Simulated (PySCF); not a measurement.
# Palladium: a sound run and one with changed settings

Sound run: Pd⁺ [Kr] 4d9, Pd²⁺ [Kr] 4d8. Computed with PySCF 2.14 in def2-TZVP with the def2 core potential (28 electrons), with scalar relativity through the core potential. The sound run starts from symmetry-adapted Hartree-Fock orbitals and uses a fine grid where one is needed.

Changed run: basis STO-3G, all-electron and non-relativistic. This setting is unsound on purpose.

```json
{"species": "Pd⁺", "method": "UHF", "sound run (hartree)": "-126.79939", "changed run (hartree)": "-4888.95469", "converged": "yes"}
{"species": "Pd⁺", "method": "PBE", "sound run (hartree)": "-127.56030", "changed run (hartree)": "-4890.17383", "converged": "yes"}
{"species": "Pd⁺", "method": "MN15", "sound run (hartree)": "-127.30045", "changed run (hartree)": "-4887.28376", "converged": "yes"}
{"species": "Pd²⁺", "method": "UHF", "sound run (hartree)": "-126.15866", "changed run (hartree)": "-4888.69552", "converged": "yes"}
{"species": "Pd²⁺", "method": "PBE", "sound run (hartree)": "-126.83575", "changed run (hartree)": "-4889.86134", "converged": "yes"}
{"species": "Pd²⁺", "method": "MN15", "sound run (hartree)": "-126.56031", "changed run (hartree)": "-4886.96653", "converged": "yes"}
```

Ionisation energy of Pd⁺:

| method | sound run (eV) | changed run (eV) |
| --- | --- | --- |
| UHF | 17.435 | 7.052 |
| PBE | 19.716 | 8.503 |
| MN15 | 20.140 | 8.632 |

A minimal basis cannot let orbitals breathe on ionisation and holds almost no correlation. The Hamiltonian changed with the basis, so the totals do not compare.

For comparison, NIST gives 19.43 ± 0.12 eV between the lowest levels.
